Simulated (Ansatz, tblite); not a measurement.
Forces on the cluster Zn2Cl6 at its r2SCAN-D4/def2-SVP geometry. Charge 0, multiplicity 1.

The xTB rows come from tblite. In the singlet, Cl3 and Cl6 lie 2.14 Å apart (atoms count from 1), so these atoms are partly bonded to each other. The structure comes from a short search, and lower isomers may exist.

GFN1-xTB (tblite), largest force 1.39 eV/Å:

```xyz
8
positions Å, forces eV/Å
Zn    0.006    1.157   -0.085   -0.205    0.488    0.096
Zn    1.537   -1.426   -0.879    0.157   -0.222   -0.084
Cl   -2.101    1.143    1.257   -0.299   -1.327    0.285
Cl    2.541   -3.206   -1.394   -0.223    0.391    0.115
Cl   -0.111   -0.208   -1.937    0.167   -0.026    0.280
Cl   -2.971   -0.684    1.941    0.437    1.196   -0.364
Cl   -0.612    3.234    0.163    0.145   -0.437   -0.062
Cl    1.712   -0.010    0.933   -0.179   -0.063   -0.266
```

GFN2-xTB (tblite), largest force 1.38 eV/Å:

```
Zn 0.102 0.392 -0.093
Zn 0.050 -0.097 -0.025
Cl -0.596 -1.153 0.461
Cl -0.017 0.047 0.007
Cl 0.004 -0.067 0.048
Cl 0.353 0.876 -0.287
Cl 0.140 0.074 -0.094
Cl -0.037 -0.072 -0.018
```

PBE-D4/def2-TZVP (Ansatz), largest force 0.70 eV/Å:

```
Zn 0.020 -0.017 -0.012
Zn -0.057 0.097 0.029
Cl -0.262 -0.609 0.211
Cl 0.068 -0.120 -0.035
Cl -0.018 -0.010 -0.007
Cl 0.278 0.590 -0.219
Cl -0.028 0.079 0.012
Cl 0.000 -0.008 0.020
```
